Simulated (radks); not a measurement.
Results of a calculation; reference values are marked as such.
Species: Ag37+. Configuration: [Ne]. Level of theory: non-relativistic Kohn-Sham, PBE, spin-polarised, spherical densities, point nucleus; relativity is left out, which matters for an element this heavy (a radial shooting solver on a logarithmic mesh with Libxc functionals). Some entries of the table are withheld. Estimate them.

| orbital | occ. | eigenvalue (eV) | <r^2> (bohr^2) |
|---|---|---|---|
| 1s | 2 | (1) | (2) |
| 2s | 2 | (3) | 0.02215 |
| 2p | 6 | -5444.731 | (4) |

Answer. 
(1) 1s eigenvalue (eV): -26794.65
(2) 1s <r^2> (bohr^2): 0.001401
(3) 2s eigenvalue (eV): -5658.378
(4) 2p <r^2> (bohr^2): 0.01663
